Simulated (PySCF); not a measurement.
A GIAO shielding run with PySCF (density fitting, non-relativistic, gas phase) on SMILES ClC[Si@@H]1OC[C@@H](Cl)[SiH2]1, C3H8Cl2OSi2:

```
$ OMP_NUM_THREADS=1 python probes_run.py task.json out

{"job": {"kind": "nmr", "xc": "PBE0", "basis": "pcSseg-1"}, "charge": 0, "multiplicity": 1}
Cl     3.785204     0.056481     0.693242
C      2.534989    -0.035829    -0.568409
Si     0.932214    -0.670142     0.243363
O     -0.098186    -0.900845    -1.010375
C     -1.468219    -0.684424    -0.817183
C     -1.713408     0.648109    -0.107282
Cl    -3.417813     0.724510     0.401264
Si    -0.458465     0.800997     1.364901
H      2.448274     0.960546    -0.995058
H      2.911213    -0.707133    -1.335865
H      1.231301    -1.962521     0.875350
H     -1.943123    -0.705623    -1.802700
H     -1.887714    -1.500218    -0.216106
H     -1.579681     1.462277    -0.822730
H     -0.149281     2.223526     1.525032
H     -1.134904     0.299232     2.561144
```

Hardware: 1 thread of an Arm Neoverse V1, shared host. The job also computes population analyses, field gradients, ring-centre shieldings.

(1) How large is the calculation?

(2) How long does it take, and how much memory does it need?

## Answers

(1) 96 electrons, 204 basis functions and 1154 auxiliary functions.

(2) 42 s of wall time, with 14 SCF cycles and 5 response iterations; peak memory 0.92 GiB. Times on a shared host scatter by some tens of per cent.
